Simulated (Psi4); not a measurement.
C3H7O, doublet, at a GFN2-xTB geometry; HF/def2-SV(P) in Psi4.

Input for Psi4:
```
memory 2 GB

molecule {
0 2
C     1.26825508   -0.68696850    0.05427580
C     0.07085415    0.06768755   -0.35576841
C    -1.22038065   -0.70514127    0.01571359
O     0.03577551    1.37753649    0.16253306
H     1.92379626   -0.30713910    0.81296565
H     1.47618939   -1.64038176   -0.38728526
H     0.06139987    0.20309353   -1.44914062
H    -2.08807624   -0.12715673   -0.29130831
H    -1.26236100   -0.86377771    1.09159501
H    -1.23494149   -1.66895370   -0.48360641
H     0.12541777    1.33055682    1.12118969
}

set {
  basis def2-sv(p)
  reference uhf
  damping_percentage 50
}

energy('scf')
print_variables()
```

It wrote (shortened):

```
   => Loading Basis Set <=

    Name: DEF2-SV(P)
    Role: ORBITAL
    Keyword: BASIS

         ---------------------------------------------------------
                                   SCF
               by Justin Turney, Rob Parrish, Andy Simmonett
                          and Daniel G. A. Smith
                              UHF Reference
         ---------------------------------------------------------

  ==> Geometry <==

    Molecular point group: c1
    Full point group: C1

    Geometry (in Angstrom), charge = 0, multiplicity = 2:

       Center              X                  Y                   Z               Mass
    ------------   -----------------  -----------------  -----------------  -----------------
         C            1.251479719020    -0.738496306503     0.061252861249    12.000000000000
         C            0.054078789020     0.016159743497    -0.348791348751    12.000000000000
         C           -1.237156010980    -0.756669076503     0.022690651249    12.000000000000
         O            0.019000149020     1.326008683497     0.169510121249    15.994914619570
         H            1.907020899020    -0.358666906503     0.819942711249     1.007825032230
         H            1.459414029020    -1.691909566503    -0.380308198751     1.007825032230
         H            0.044624509020     0.151565723497    -1.442163558751     1.007825032230
         H           -2.104851600980    -0.178684536503    -0.284331248751     1.007825032230
         H           -1.279136360980    -0.915305516503     1.098572071249     1.007825032230
         H           -1.251716850980    -1.720481506503    -0.476629348751     1.007825032230
         H            0.108642409020     1.279029013497     1.128166751249     1.007825032230

  Running in c1 symmetry.

  Rotational constants: A =      0.29836  B =      0.28447  C =      0.16648 [cm^-1]
  Rotational constants: A =   8944.52496  B =   8528.34014  C =   4991.06089 [MHz]
  Nuclear repulsion =  127.005161251139143

  Charge       = 0
  Multiplicity = 2
  Electrons    = 33
  Nalpha       = 17
  Nbeta        = 16

  ==> Algorithm <==

  SCF Algorithm Type is DF.
  DIIS enabled.
  MOM disabled.
  Fractional occupation disabled.
  Guess Type is SAD.
  Energy threshold   = 1.00e-06
  Density threshold  = 1.00e-06
  Integral threshold = 1.00e-12

  ==> Primary Basis <==

  Basis Set: DEF2-SV(P)
    Blend: DEF2-SV(P)
    Number of shells: 38
    Number of basis functions: 70
[...]
   @DF-UHF iter  89:  -192.31401304490817    2.11318e-05   2.14322e-05 DIIS/DAMP=50%
   @DF-UHF iter  90:  -192.31402016268731   -7.11778e-06   1.73992e-05 DIIS/DAMP=50%
   @DF-UHF iter  91:  -192.31395745072786    6.27120e-05   2.39374e-05 DIIS/DAMP=50%
   @DF-UHF iter  92:  -192.31395548490505    1.96582e-06   4.32282e-05 DIIS/DAMP=50%
   @DF-UHF iter  93:  -192.31401458285768   -5.90980e-05   1.64834e-05 DIIS/DAMP=50%
   @DF-UHF iter  94:  -192.31399014278819    2.44401e-05   2.05726e-05 DIIS/DAMP=50%
   @DF-UHF iter  95:  -192.31403283816982   -4.26954e-05   2.41570e-05 DIIS/DAMP=50%
   @DF-UHF iter  96:  -192.31401958295763    1.32552e-05   2.12280e-05 DIIS/DAMP=50%
   @DF-UHF iter  97:  -192.31401323691898    6.34604e-06   2.59059e-05 DIIS/DAMP=50%
   @DF-UHF iter  98:  -192.31397554009740    3.76968e-05   2.84895e-05 DIIS/DAMP=50%
   @DF-UHF iter  99:  -192.31389359271685    8.19474e-05   2.98099e-05 DIIS/DAMP=50%
   @DF-UHF iter 100:  -192.31394148460384   -4.78919e-05   3.40706e-05 DIIS/DAMP=50%

PsiException: Could not converge SCF iterations in 100 iterations.

  Failed to converge.

Traceback (most recent call last):
  File "psi4", line 375, in <module>
  File "<string>", line 33, in <module>
  File "site-packages/psi4/driver/driver.py", line 533, in energy
  File "site-packages/psi4/driver/procrouting/proc.py", line 2760, in run_scf
  File "site-packages/psi4/driver/procrouting/proc.py", line 2047, in scf_helper
  File "site-packages/psi4/driver/procrouting/scf_proc/scf_iterator.py", line 93, in scf_compute_energy
  File "site-packages/psi4/driver/procrouting/scf_proc/scf_iterator.py", line 86, in scf_compute_energy
  File "site-packages/psi4/driver/procrouting/scf_proc/scf_iterator.py", line 609, in scf_iterate

psi4.driver.p4util.exceptions.SCFConvergenceError: Could not converge SCF iterations in 100 iterations.

Printing out the relevant lines from the Psithon --> Python processed input file:
    """)
    core.IO.set_default_namespace("")
    core.set_global_option("BASIS", "def2-sv(p)")
    core.set_global_option("REFERENCE", "uhf")
    core.set_global_option("DAMPING_PERCENTAGE", 50)
--> energy('scf')
    print_variables()

!-------------------------------------------------------!
!                                                       !
!  Could not converge SCF iterations in 100 iterations. !
!                                                       !
!-------------------------------------------------------!
```

Convergence was not reached.
